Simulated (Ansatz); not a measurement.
Geometry optimisation, RKS PBE/def2-SVP (Ansatz).

input.yaml

```yaml
crystal:
  periodic: [false, false, false]
  atoms:
    - { symbol: Ge, position_ang: [0.7937, 0.3325, 0.1331] }
    - { symbol: F, position_ang: [-0.8841, 0.4904, 1.3993] }
    - { symbol: C, position_ang: [-0.6991, -0.6374, -0.7482] }
    - { symbol: H, position_ang: [-1.2487, -0.162, 0.4403] }
    - { symbol: Cl, position_ang: [1.2809, 2.3845, -0.127] }
    - { symbol: Cl, position_ang: [2.2017, -0.5214, 1.4769] }
    - { symbol: H, position_ang: [-0.9648, -0.195, -1.702] }
    - { symbol: H, position_ang: [-0.4796, -1.6916, -0.8725] }
basis:
  gaussian: { orbitals: def2-SVP }
hamiltonian:
  xc: pbe
relax:
  f_tol: 0.15
  max_steps: 25
  restrain:
    - { distance: [3, 1], at: 2.18, k: 30.0 }
    - { distance: [0, 1], at: 1.77, k: 30.0 }
    - { distance: [3, 2], at: 1.07, k: 30.0 }
```

Launched with:

```bash
$ ansatz run input.yaml --threads 2 --pin off --max-ram 3072MiB --backend cpu --events-out ev --progress --plain --runs-dir out
```

Question: Where does it end, and by what steps?

Answer: The forces met the threshold. The restraints hold the end off the free minimum. After 5 steps the energy has fallen by 2.341 eV (the restraints' own energy left out); H4 moved furthest, 0.57 Å. Joined: C3–H4.

| step | energy less start (eV) | largest force component (eV/Å) | accepted |
| --- | --- | --- | --- |
| 0 | 0.0000 | 2.509 | yes |
| 1 | -1.0236 | 2.093 | yes |
| 2 | -1.7757 | 1.809 | yes |
| 3 | -2.2388 | 0.531 | yes |
| 4 | -2.3317 | 0.630 | yes |
| 5 | -2.3407 | 0.794 | yes |

```xyz
8
Properties=species:S:1:pos:R:3
Ge 0.552 0.415 0.427
F -0.653 0.720 1.681
C -0.662 -0.595 -0.693
H -1.481 -0.465 0.018
Cl 1.259 2.323 -0.298
Cl 2.204 -0.637 1.339
H -0.858 -0.109 -1.665
H -0.361 -1.652 -0.810
```

Run time: 9.8 s on 2 threads of Intel(R) Xeon(R) Platinum 8488C (Sapphire Rapids), on a shared host, peak memory 0.18 GiB.
